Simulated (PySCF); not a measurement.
## C7H15B: core ionisation energies

Species: C₇H₁₅B.
Geometry (PBE0-D3(BJ)/def2-SVP, Å), atoms numbered from 1 in this order:
```
atom  x, y, z in Å
C1    -2.4751    0.7108   -0.1627
C2    -1.4695   -0.3561   -0.5651
C3    -0.0061    0.0884   -0.5576
C4     0.8969   -0.9563   -1.2217
B5     2.4326   -0.8144   -0.9712
C6     2.9412    0.0151    0.2527
C7     1.9241    0.9959    0.8353
C8     0.5059    0.4317    0.8436
H9    -2.4023    1.5932   -0.8193
H10   -2.3233    1.0567    0.8713
H11   -3.5070    0.3336   -0.2297
H12   -1.5722   -1.2375    0.0951
H13   -1.7134   -0.7180   -1.5793
H14    0.0604    1.0163   -1.1597
H15    0.6486   -1.1003   -2.2875
H16    0.6924   -1.9560   -0.7701
H17    3.2184   -1.4527   -1.6430
H18    3.1567   -0.7932    0.9888
H19    3.9271    0.4764    0.0758
H20    1.9280    1.9212    0.2317
H21    2.2108    1.3038    1.8545
H22   -0.1705    1.1565    1.3236
H23    0.4714   -0.4805    1.4701
```

Method used: PySCF, delta-SCF UKS SCAN, pcX-2 on the ionised atom, pcseg-1 elsewhere, spin-free X2C. Each binding energy is the total energy of the core-ionised species, with the hole localised on one atom, minus that of the ground state; both are solved self-consistently, so orbital relaxation is included.

Q: List the computed XPS lines with their assignment.

A: 
| atom(s) | environment | level | binding energy (eV) | above the level's lowest (eV) | count |
| --- | --- | --- | --- | --- | --- |
| C1 | methyl carbon | C 1s | 290.38 | +0.63 | 1 |
| C2 | chain CH2 carbon | C 1s | 290.23 | +0.48 | 1 |
| C3 | sp3 CH carbon | C 1s | 290.18 | +0.43 | 1 |
| C4 | sp3 carbon bound to boron | C 1s | 289.75 | 0.00 | 1 |
| B5 | three-coordinate boron | B 1s | 195.39 | 0.00 | 1 |
| C6 | sp3 carbon bound to boron | C 1s | 289.85 | +0.10 | 1 |
| C7 | ring CH2 carbon | C 1s | 290.27 | +0.52 | 1 |
| C8 | ring CH2 carbon | C 1s | 290.14 | +0.39 | 1 |

The listed C 1s values span 0.63 eV, from C4 (bonded to C, 2 H and B) to C1 (bonded to C and 3 H). The widest gap between neighbouring values is 0.29 eV, between 289.85 and 290.14 eV. The values 290.14 and 290.18 eV; the values 290.23 and 290.27 eV lie too close for their order to be trusted.

Q: Which photon wavelength matches the C 1s of C2 threshold?

A: λ = hc/E = 12398.42 eV Å / 290.23 eV = 42.719 Å.

Isolated species at its PBE0-D3(BJ)/def2-SVP geometry (one conformer only).

The run took 4.8 min wall on Intel Xeon at 2.70 GHz, one thread, shared host, and the process peaked at 0.66 GiB of memory.
